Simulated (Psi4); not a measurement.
C$_{3}$H$_{10}$N (SMILES C[NH+](C)C), charge +1, singlet, at a GFN2-xTB geometry; SVWN/6-311+G(2d,p) (Psi4 1.11).

Psi4 was given this input:
```
memory 2 GB

molecule mol {
1 1
N    -0.001457   -0.000790    0.349071
C    -0.006831    1.403606   -0.098896
C     1.219405   -0.695183   -0.098525
C    -1.211296   -0.707730   -0.108702
H    -0.002470    1.441351   -1.187098
H     0.873397    1.924963    0.272714
H    -0.895476    1.915832    0.265308
H     1.254596   -0.710204   -1.186717
H     1.229226   -1.720741    0.265951
H     2.105741   -0.184277    0.273087
H    -1.237217   -0.723067   -1.197150
H    -2.105939   -0.206018    0.255454
H    -1.213580   -1.733351    0.255724
H    -0.005745   -0.003113    1.375966
}

set {
  basis 6-311+g(2d,p)
  reference rks
}

energy('svwn')
print_variables()
```

The log (banner, timings and long lists left out):

```
   => Loading Basis Set <=

    Name: 6-311+G(2D,P)
    Role: ORBITAL
    Keyword: BASIS

         ---------------------------------------------------------
                                   SCF
               by Justin Turney, Rob Parrish, Andy Simmonett
                          and Daniel G. A. Smith
                              RKS Reference
         ---------------------------------------------------------

  ==> Geometry <==

    Molecular point group: c1
    Full point group: C1

    Geometry (in Angstrom), charge = 1, multiplicity = 1:

       Center              X                  Y                   Z               Mass
    ------------   -----------------  -----------------  -----------------  -----------------
         N           -0.001415162407    -0.000767352879     0.339033236549    14.003074004430
         C           -0.006789162407     1.403628647121    -0.108933763451    12.000000000000
         C            1.219446837593    -0.695160352879    -0.108562763451    12.000000000000
         C           -1.211254162407    -0.707707352879    -0.118739763451    12.000000000000
         H           -0.002428162407     1.441373647121    -1.197135763451     1.007825032230
         H            0.873438837593     1.924985647121     0.262676236549     1.007825032230
         H           -0.895434162407     1.915854647121     0.255270236549     1.007825032230
         H            1.254637837593    -0.710181352879    -1.196754763451     1.007825032230
         H            1.229267837593    -1.720718352879     0.255913236549     1.007825032230
         H            2.105782837593    -0.184254352879     0.263049236549     1.007825032230
         H           -1.237175162407    -0.723044352879    -1.207187763451     1.007825032230
         H           -2.105897162407    -0.205995352879     0.245416236549     1.007825032230
         H           -1.213538162407    -1.733328352879     0.245686236549     1.007825032230
         H           -0.005703162407    -0.003090352879     1.365928236549     1.007825032230

  Running in c1 symmetry.

  Rotational constants: A =      0.27729  B =      0.27729  C =      0.16177 [cm^-1]
  Rotational constants: A =   8312.95389  B =   8312.95114  C =   4849.78548 [MHz]
  Nuclear repulsion =  147.898764871176951

  Charge       = 1
  Multiplicity = 1
  Electrons    = 34
  Nalpha       = 17
  Nbeta        = 17

  ==> Algorithm <==

  SCF Algorithm Type is DF.
  DIIS enabled.
  MOM disabled.
[...]
   @DF-RKS iter   3:  -173.92118785689641   -1.25972e+00   1.28133e-03 DIIS/ADIIS
   @DF-RKS iter   4:  -173.93459291284134   -1.34051e-02   7.95991e-04 DIIS/ADIIS
   @DF-RKS iter   5:  -173.94130362705022   -6.71071e-03   1.21591e-04 DIIS/ADIIS
   @DF-RKS iter   6:  -173.94147611632138   -1.72489e-04   1.72455e-05 DIIS
   @DF-RKS iter   7:  -173.94148005462787   -3.93831e-06   6.04728e-06 DIIS
   @DF-RKS iter   8:  -173.94148066546549   -6.10838e-07   3.08836e-07 DIIS
  Energy and wave function converged.

  ==> Post-Iterations <==

   Electrons on quadrature grid:
      Ntotal   =   33.9999035516 ; deviation = -9.645e-05

    Orbital Energies [Eh]
    ---------------------

    Doubly Occupied:

[...]
    Virtual:

[...]
     168A     35.138798

    Final Occupation by Irrep:
              A
    DOCC [    17 ]
    NA   [    17 ]
    NB   [    17 ]

  @DF-RKS Final Energy:  -173.94148066546549

   => Energetics <=

    Nuclear Repulsion Energy =            147.8987648711769509
    One-Electron Energy =                -518.8338911363051693
    Two-Electron Energy =                 222.6514569297517880
    DFT Exchange-Correlation Energy =     -25.6578113300890251
    Empirical Dispersion Energy =           0.0000000000000000
    VV10 Nonlocal Energy =                  0.0000000000000000
    Total Energy =                       -173.9414806654654910

Computation Completed

Properties will be evaluated at   0.000000,   0.000000,   0.000000 [a0]

Properties computed using the SCF density matrix

 Multipole Moments:

 ------------------------------------------------------------------------------------
     Multipole            Electronic (a.u.)      Nuclear  (a.u.)        Total (a.u.)
 ------------------------------------------------------------------------------------

 L = 1.  Multiply by 2.5417464519 to convert [e a0] to [Debye]
 Dipole X            :         -0.0040950            0.0027709           -0.0013241
 Dipole Y            :         -0.0022323            0.0015036           -0.0007288
 Dipole Z            :          0.9856913           -0.6639056            0.3217857
 Magnitude           :                                                    0.3217892

 ------------------------------------------------------------------------------------

  Variable Map:
  ----------------------------------------------------------------------------
[...]
  Array Variable Map:
  ----------------------------------------------------------------------------
[...]
[...]
```
